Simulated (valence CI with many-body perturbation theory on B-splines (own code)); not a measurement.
## Re⁶²⁺: electric-dipole lines

Calculated by relativistic CI+MBPT: three valence electrons over a frozen Dirac-Fock core [Ne], a basis of 11 s, 11 p, 10 d, 8 f, 5 g, 2 h functions for each j, with the one-electron correlation potential Σ1, the two-electron term Σ2, the three-electron term Σ3, Breit, model QED; selected CI, second order for the rest, scaled by the run's own slope (own B-spline code, finite nucleus).

The last digits are not significant, and no measured levels were compared; by estimate large intervals hold to a few tenths of a per cent, small ones and those within an open d or f shell to about a per cent.

Lines 51 to 100 of 591 in falling wavelength, among levels below 249.27 Ry, chosen from the strongest by gf and those to the six lowest levels. Wavelengths and rates use the calculated energies. Electric multipoles are in the length gauge, E1 and E2 with the static RPA response of the core. Weak lines are less certain than strong ones. Lines between different terms over intervals too small for the method are left out, as are lines whose strength nearly cancels. The highest levels of a list are the least certain.

Levels are named by their leading jj configuration (3d3/2^4 stands for four electrons in 3d with j = 3/2), which in mixed levels can hold well under half, so a name can repeat and another be missing. Letters in brackets count levels of one name in rising energy.

```
λ vac (nm)                          Upper                          Lower   A (s⁻¹)  log gf  Branch %
     6.136     (3s 3p1/2 3d3/2) J=3/2 [a]         (3s 3p1/2 3p3/2) J=5/2  3.99e+10   -1.05       9.2
     6.094          (3p1/2^2 3d3/2) J=3/2     (3s 3p1/2 3d3/2) J=3/2 [a]  4.71e+10   -0.98      25.3
     5.984          (3p1/2^2 3p3/2) J=3/2     (3s 3p1/2 3p3/2) J=3/2 [a]  2.13e+10   -1.34       5.7
     5.787         (3s 3p1/2 3d3/2) J=5/2         (3s 3p1/2 3p3/2) J=5/2  1.14e+10   -1.47      39.9
     5.729             (3s^2 3p3/2) J=3/2             (3s 3p1/2^2) J=1/2  3.40e+08   -3.18      55.3
     5.635         (3s 3p1/2 3d3/2) J=1/2     (3s 3p1/2 3p3/2) J=3/2 [b]  5.03e+08   -3.32       0.0
     5.620     (3s 3p1/2 3d3/2) J=3/2 [a]     (3s 3p1/2 3p3/2) J=3/2 [a]  8.78e+08   -2.78       0.2
     5.525      (3p1/2 3d3/2 3d5/2) J=9/2      (3p1/2 3p3/2 3d5/2) J=9/2  3.53e+10   -0.79      12.1
     5.460     (3s 3p1/2 3d3/2) J=3/2 [b]     (3s 3p1/2 3p3/2) J=3/2 [b]  4.46e+09   -2.10       0.1
     5.326         (3s 3p1/2 3d3/2) J=5/2     (3s 3p1/2 3p3/2) J=3/2 [a]  1.06e+08   -3.57       0.4
     5.315         (3d3/2 3d5/2^2) J=11/2          (3p3/2 3d5/2^2) J=9/2  1.74e+10   -1.05       0.9
     5.273             (3s^2 4p3/2) J=3/2                (3s^2 4s) J=1/2  5.12e+11   -0.07       4.0
     5.208             (3s^2 3d3/2) J=3/2             (3s^2 3p3/2) J=3/2  2.61e+08   -3.37       0.0
     5.030          (3d3/2^2 3d5/2) J=9/2  (3p3/2 3d3/2 3d5/2) J=9/2 [a]  2.21e+10   -1.08       0.6
     4.992     (3s 3p1/2 3d3/2) J=3/2 [b]         (3s 3p1/2 3p3/2) J=5/2  2.68e+09   -2.40       0.1
     4.969         (3d3/2 3d5/2^2) J=11/2         (3p3/2 3d5/2^2) J=11/2  3.66e+10   -0.79       2.0
     4.772         (3s 3p1/2 3d3/2) J=1/2     (3s 3p1/2 3p3/2) J=3/2 [a]  5.91e+09   -2.39       0.2
     4.711      (3p3/2 3d5/2^2) J=5/2 [a]          (3p3/2^2 3d5/2) J=3/2  6.22e+10   -0.91       2.6
     4.645     (3s 3p1/2 3d3/2) J=3/2 [b]     (3s 3p1/2 3p3/2) J=3/2 [a]  3.43e+09   -2.35       0.1
     4.485      (3p3/2 3d5/2^2) J=7/2 [a]      (3p3/2^2 3d5/2) J=5/2 [a]  3.69e+10   -1.05       1.7
     4.465     (3s 3p3/2 3d5/2) J=3/2 [a]             (3s 3p3/2^2) J=3/2  7.56e+10   -1.04       8.6
     4.456                (3d5/2^3) J=3/2      (3p3/2 3d5/2^2) J=3/2 [b]  1.80e+11   -0.67      18.4
     4.439                (3d5/2^3) J=9/2      (3p3/2 3d5/2^2) J=7/2 [b]  3.55e+11    0.02      44.5
     4.420     (3s 3p1/2 3d5/2) J=5/2 [a]     (3s 3p1/2 3p3/2) J=3/2 [b]  2.18e+09   -2.42       0.7
     4.419             (3s 3d5/2^2) J=5/2     (3s 3p3/2 3d5/2) J=3/2 [b]  6.86e+10   -0.92       8.5
     4.386      (3d3/2 3d5/2^2) J=7/2 [a]  (3p3/2 3d3/2 3d5/2) J=5/2 [c]  1.17e+11   -0.57       4.9
     4.332             (3s 3d5/2^2) J=9/2     (3s 3p3/2 3d5/2) J=7/2 [b]  9.54e+10   -0.57      13.9
     4.329      (3d3/2 3d5/2^2) J=5/2 [a]  (3p3/2 3d3/2 3d5/2) J=3/2 [c]  9.47e+10   -0.80       3.6
     4.326             (3s 3d5/2^2) J=7/2     (3s 3p3/2 3d5/2) J=5/2 [b]  3.50e+11   -0.10      42.3
     4.274                (3d5/2^3) J=5/2      (3p3/2 3d5/2^2) J=3/2 [b]  2.88e+11   -0.33      28.1
     4.272          (3d3/2 3d5/2^2) J=9/2  (3p3/2 3d3/2 3d5/2) J=7/2 [c]  2.85e+11   -0.11      13.2
     4.257      (3d3/2 3d5/2^2) J=7/2 [b]  (3p3/2 3d3/2 3d5/2) J=5/2 [d]  1.68e+11   -0.44       7.6
     4.237         (3d3/2 3d5/2^2) J=11/2  (3p3/2 3d3/2 3d5/2) J=9/2 [b]  3.86e+11    0.10      20.6
     4.236     (3s 3d3/2 3d5/2) J=3/2 [b]     (3s 3p3/2 3d3/2) J=1/2 [b]  8.01e+10   -1.06       2.4
     4.232             (3s 3d5/2^2) J=3/2     (3s 3p3/2 3d5/2) J=5/2 [b]  7.83e+10   -1.08       7.9
     4.229     (3s 3d3/2 3d5/2) J=5/2 [b]     (3s 3p3/2 3d3/2) J=5/2 [b]  6.52e+10   -0.98       1.9
     4.226          (3p1/2 3d5/2^2) J=5/2  (3p1/2 3p3/2 3d5/2) J=3/2 [b]  8.70e+10   -0.85      15.7
     4.225     (3s 3d3/2 3d5/2) J=7/2 [b]     (3s 3p3/2 3d3/2) J=5/2 [b]  2.18e+11   -0.33       9.4
     4.218          (3p1/2 3d5/2^2) J=7/2  (3p1/2 3p3/2 3d5/2) J=5/2 [b]  3.45e+11   -0.13      57.8
     4.215                (3d5/2^3) J=3/2      (3p3/2 3d5/2^2) J=5/2 [b]  9.65e+10   -0.99       9.8
     4.211          (3p1/2 3d5/2^2) J=3/2      (3p1/2 3p3/2 3d5/2) J=1/2  1.03e+11   -0.96      15.7
     4.209                (3d5/2^3) J=3/2      (3p3/2 3d5/2^2) J=3/2 [a]  1.18e+11   -0.90      12.0
     4.203         (3p3/2 3d5/2^2) J=11/2          (3p3/2^2 3d5/2) J=9/2  1.80e+11   -0.24       9.4
     4.199             (3s 3d5/2^2) J=3/2     (3s 3p3/2 3d5/2) J=3/2 [b]  1.38e+11   -0.84      13.8
     4.191  (3p3/2 3d3/2 3d5/2) J=7/2 [b]          (3p3/2^2 3d3/2) J=7/2  1.21e+11   -0.59       3.2
     4.182      (3d3/2 3d5/2^2) J=5/2 [b]  (3p3/2 3d3/2 3d5/2) J=3/2 [c]  1.35e+11   -0.67       5.9
     4.182      (3d3/2 3d5/2^2) J=5/2 [a]  (3p3/2 3d3/2 3d5/2) J=3/2 [b]  2.35e+11   -0.43       8.9
     4.180      (3p3/2 3d5/2^2) J=7/2 [b]      (3p3/2^2 3d5/2) J=5/2 [b]  5.97e+11    0.10      21.6
     4.154  (3p1/2 3p3/2 3d5/2) J=3/2 [a]          (3p1/2 3p3/2^2) J=3/2  1.19e+11   -0.91       6.7
     4.140      (3d3/2 3d5/2^2) J=5/2 [a]  (3p3/2 3d3/2 3d5/2) J=5/2 [c]  8.34e+10   -0.89       3.2
```
